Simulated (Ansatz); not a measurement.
Cost and result for the atomization energy of C$_{3}$H$_{9}$InSSi, SMILES `C/C=[C](\[InH2])[SiH2]S` (15 atoms, 14 bonds).

```json
{"atom": "C1", "x (Å)": "-2.088", "y (Å)": "0.055", "z (Å)": "-1.291"}
{"atom": "C2", "x (Å)": "-1.409", "y (Å)": "0.151", "z (Å)": "0.033"}
{"atom": "C3", "x (Å)": "-0.142", "y (Å)": "-0.174", "z (Å)": "0.294"}
{"atom": "In4", "x (Å)": "1.479", "y (Å)": "-0.708", "z (Å)": "-1.081"}
{"atom": "Si5", "x (Å)": "0.706", "y (Å)": "0.005", "z (Å)": "1.903"}
{"atom": "S6", "x (Å)": "2.756", "y (Å)": "0.465", "z (Å)": "1.267"}
{"atom": "H7", "x (Å)": "-2.512", "y (Å)": "1.021", "z (Å)": "-1.583"}
{"atom": "H8", "x (Å)": "-1.401", "y (Å)": "-0.272", "z (Å)": "-2.075"}
{"atom": "H9", "x (Å)": "-2.923", "y (Å)": "-0.652", "z (Å)": "-1.247"}
{"atom": "H10", "x (Å)": "-2.055", "y (Å)": "0.527", "z (Å)": "0.834"}
{"atom": "H11", "x (Å)": "2.121", "y (Å)": "-2.307", "z (Å)": "-1.015"}
{"atom": "H12", "x (Å)": "1.868", "y (Å)": "0.418", "z (Å)": "-2.330"}
{"atom": "H13", "x (Å)": "0.231", "y (Å)": "1.053", "z (Å)": "2.849"}
{"atom": "H14", "x (Å)": "0.915", "y (Å)": "-1.270", "z (Å)": "2.636"}
{"atom": "H15", "x (Å)": "2.453", "y (Å)": "1.691", "z (Å)": "0.804"}
```

The species carries charge 0 and has multiplicity 1. Correlated methods include outer-core shells of In, which these sets cover unevenly. In takes the def2 core potential. Geometry: relaxed with PBE0-D4/def2-TZVP. It is one conformer, not always the lowest. Program: Ansatz. All runs use 2 threads of an AMD EPYC 7R13 on a shared host and a share of an NVIDIA H100 80 GB. Times are those of one run each, without the atoms' runs, and a repeat can differ threefold. Electronic energies, without spin–orbit coupling; frozen cores. CCSD(T)/CBS adds CCSD(T) − MP2 in def2-TZVPP to the MP2 limit, and its time is that of the two runs behind it. T1 = 0.013. With those shells the extrapolation isn't a true limit. B3LYP takes the VWN-RPA correlation (the form of Gaussian; ORCA's B3LYP/G). HSE06 is the plane-wave form, built on full-range PBE exchange.

CCSD(T)/CBS is a level of theory with its own doubt, some kJ/mol a heavy atom from the limit and from the frozen cores, so smaller differences don't rank the functionals.

| level | functions | wall time | atomization (kcal/mol) | difference from CCSD(T)/CBS | per bond |
| --- | --- | --- | --- | --- | --- |
| LDA (SPW92)/def2-TZVPP | 353 | 1.6 s | 1385.3 | 162.8 | 11.6 |
| PBE0-D4/def2-TZVPP | 353 | 1.6 s | 1221.8 | -0.7 | 0.0 |
| CCSD(T)/def2-SVP | 149 | 1.7 s | 1153.6 | -68.9 | -4.9 |
| BHLYP-D4/def2-TZVPP | 353 | 2.1 s | 1191.4 | -31.1 | -2.2 |
| r2SCANh-D4/def2-TZVPP | 353 | 2.2 s | 1218.6 | -3.9 | -0.3 |
| B3LYP-D4/def2-TZVPP (with forces) | 353 | 2.2 s | 1214.9 | -7.6 | -0.5 |
| r2SCAN-D4/def2-TZVPP (with forces) | 353 | 2.3 s | 1224.1 | 1.6 | 0.1 |
| HSE06-D4/def2-TZVPP | 353 | 2.5 s | 1222.4 | -0.1 | 0.0 |
| B2PLYP/def2-TZVPP | 353 | 2.6 s | 1199.7 | -22.8 | -1.6 |
| ωB97M-V/def2-TZVPP (with forces) | 353 | 3.5 s | 1224.7 | 2.2 | 0.2 |
| MP2/def2-QZVPP | 663 | 4.6 s | 1217.8 | -4.7 | -0.3 |
| CCSD(T)/def2-TZVPP | 353 | 9.5 s | 1191.7 | -30.8 | -2.2 |
| CCSD(T)/CBS(def2) | – | 14 s | 1222.5 | 0.0 | 0.0 |

From r2SCAN to r2SCAN0 (25 % exact exchange), in def2-TZVPP and without D4, the atomization energy moves by −13.6 kcal/mol: exact exchange takes away binding that semilocal exchange gives to molecules. In def2-TZVPP, CCSD(T) changes the Hartree–Fock value by +294.4 kcal/mol (the triples alone add +18.9 kcal/mol) and MP2 by +302.4 kcal/mol; breaking electron pairs costs correlation energy, which Hartree–Fock lacks. Leaving LDA and LC-ωPBE aside and taking each functional with its dispersion term where it has one, the values, not all of them listed here, spread over 43.0 kcal/mol, from BHLYP-D4 to PBE-D4. LDA lies +161.4 kcal/mol from PBE without D4, its usual overbinding.

Spin–orbit coupling would lower the free In atoms strongly, and the atomization energy with them, by more than many differences here.
